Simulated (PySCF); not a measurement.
Compound: CrI5 (doublet state).
Cartesian coordinates in Å at the PBE0-D3(BJ)/def2-SVP level; atoms count from 1:
```
atom  x, y, z in Å
Cr1    0.0256    0.0612   -0.0073
I2     0.0434    0.6119    2.5919
I3     0.5166    0.4806   -2.5853
I4     2.5835   -0.5830   -0.3348
I5    -2.0583    1.6653    0.3668
I6    -1.1108   -2.2360   -0.0313
```

Level of theory: PBE0-D3(BJ)/def2-SVP geometry optimisation, gas phase, def2 core potentials past Kr (PySCF).

Masses are those of the commonest isotopes; rigid-rotor values at the optimised geometry. 

Q: What are A, B and C (MHz)?

A: Ia = 2307.72, Ib = 3085.03, Ic = 3435.33 u·Å²; 505379 MHz·u·Å²/I gives A = 219.0, B = 163.8, C = 147.1 MHz.

Q: What kind of rotor is it?

A: An asymmetric top. Ray's parameter κ = (2B − A − C)/(A − C) = -0.535; −1 is the prolate and +1 the oblate limit.

Q: What does the inertial defect say?

A: Not planar: Δ = Ic − Ia − Ib = -1957.42 u·Å². For a rigid frame Δ = −2 Σ m c², so Σ m c² = 978.71 u·Å² lies off the ab plane. The atom farthest from that plane is 2.49 Å away.

Q: Give the other two planar moments, Paa and Pbb, and the rms extents of the mass along the axes.

A: Paa = Σ m a² = (Ib + Ic − Ia)/2 = 2106.32 and Pbb = Σ m b² = (Ia + Ic − Ib)/2 = 1329.01 u·Å². With the mass M = 686.46 u, the rms extents √(P/M) along a, b and c are 1.75, 1.39, 1.19 Å.

Q: Where do the levels up to J = 2 lie, in MHz?

A: Above 0(0,0):
J = 1: 1(0,1) 311, 1(1,1) 366, 1(1,0) 383
J = 2: 2(0,2) 930, 2(1,2) 971, 2(1,1) 1021, 2(2,1) 1187, 2(2,0) 1190

Q: Predict some low-J microwave lines.

A: The dipole components are |μa| = 0.00 D, |μb| = 0.00 D, |μc| = 2.03 D; the symmetry axis of this C2v structure is c, so μa and μb vanish by symmetry and there are no a-type or b-type lines. Some lines, for components of 0.1 D or more:

```tsv
type	branch	J(Ka,Kc)	MHz	lower level (cm⁻¹)
c	Q	3(3,1) ← 3(2,1)	304	0.071
c	R	1(1,0) ← 0(0,0)	383	0.000
c	Q	5(4,2) ← 5(3,2)	429	0.175
c	Q	4(4,1) ← 4(3,1)	437	0.123
c	R	2(1,1) ← 1(0,1)	710	0.010
c	R	2(2,0) ← 1(1,0)	807	0.013
c	R	2(2,1) ← 1(1,1)	821	0.012
c	R	3(2,1) ← 2(1,1)	1114	0.034
c	R	3(2,2) ← 2(1,2)	1148	0.032
c	R	3(3,0) ← 2(2,0)	1249	0.040
c	R	3(3,1) ← 2(2,1)	1252	0.040
c	R	4(1,3) ← 3(0,3)	1396	0.062
c	R	4(2,2) ← 3(1,2)	1426	0.066
c	R	4(2,3) ← 3(1,3)	1484	0.063
c	R	4(3,1) ← 3(2,1)	1556	0.071
c	R	4(3,2) ← 3(2,2)	1569	0.071
c	R	4(4,0) ← 3(3,0)	1689	0.081
c	R	4(4,1) ← 3(3,1)	1689	0.081
c	R	5(2,3) ← 4(1,3)	1749	0.108
c	R	5(1,4) ← 4(0,4)	1757	0.102
c	R	5(2,4) ← 4(1,4)	1826	0.103
c	R	5(3,2) ← 4(2,2)	1858	0.114
c	R	5(3,3) ← 4(2,3)	1890	0.112
c	R	5(4,2) ← 4(3,2)	2002	0.123
c	R	5(5,0) ← 4(4,0)	2127	0.138
c	R	5(5,1) ← 4(4,1)	2127	0.138
```

Q: Estimate the classical rotational partition function at 25 K, 50 K and 200 K.

A: Point group C2v, symmetry number σ = 2; q = (√π/σ)·√((kT/h)³/(ABC)), k/h = 20836.6 MHz/K: 145000 at 25 K, 410000 at 50 K, 3280000 at 200 K.

For this open shell read J as N, the rotation without spin; fine and hyperfine splittings come on top. PBE0-D3(BJ)/def2-SVP frequencies: not computed here. ⟨S²⟩ = 2.995 (exact for a doublet: 0.75). Zero-point vibration and centrifugal distortion are left out. Quadrupole hyperfine structure (127I) is left out.

For an open-shell metal species like this, the optimisation's SCF solution wasn't tested for stability and no frequencies at its level were run, so a lower state or another shape may exist.
